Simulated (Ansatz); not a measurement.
H2GaI, singlet, geometry from GFN2-xTB (such geometries of metal compounds can be far from the true shape) (core potentials on I), atoms displaced at random by about 0.08 Å a coordinate; PBE0/def2-SVP, gradient run with Ansatz (a program for electronic structure).

Ansatz was given this input:
Ansatz 0.2 input:
```yaml
crystal:
  periodic: [false, false, false]
  atoms:
    - {symbol: Ga, position_ang: [-0.79143534, -1.26182809, 0.13908701]}
    - {symbol: H, position_ang: [-0.33645812, -2.40826702, 1.25989712]}
    - {symbol: H, position_ang: [-2.06487014, -1.47317047, -0.78550514]}
    - {symbol: I, position_ang: [0.47213979, 0.86432445, -0.11962292]}
basis:
  gaussian:
    orbitals: def2-SVP
hamiltonian:
  xc: pbe0
output: {forces: true}
```

**Question.** Predict the main parts of the log of this Ansatz run.

**Answer.** 
```
Functional definition: PBE0
760 factors; integrals over basis functions are off by at most 9.7e-4 eV
mean field evaluation 1: about -60498.3910 eV, gradient 1.9e1 eV
mean field evaluation 2: about -60498.2767 eV, gradient 2.4e1 eV
mean field evaluation 4: about -60498.9798 eV, gradient 3.6e-1 eV
mean field evaluation 8: about -60498.9906 eV, gradient 3.2e-3 eV
mean field -60498.99057444 eV, -2223.2968959219 hartree, gradient 5.8e-5 eV, S^2 0.000000; 0 other end points of the search recorded, 0 dependent functions left out
the calculation of the forces begins
reference -60498.99059863 eV, -2223.2968968108 hartree; 29, 29 occupied and 39, 39 virtual orbitals, 760 factors
Total energy: -60498.99059863 eV, -2223.2968968108 hartree
Atom 0 at    -0.791435    -1.261828     0.139087 Å, force    -0.134895    -1.042423     0.613166 eV/Å
Atom 1 at    -0.336458    -2.408267     1.259897 Å, force    -0.186409     0.941984    -0.782690 eV/Å
Atom 2 at    -2.064870    -1.473170    -0.785505 Å, force     0.284621     0.127688     0.133889 eV/Å
Atom 3 at     0.472140     0.864324    -0.119623 Å, force     0.036683    -0.027249     0.035635 eV/Å
Dipole moment:    -0.121930    -0.193588     0.009943 e Å
```
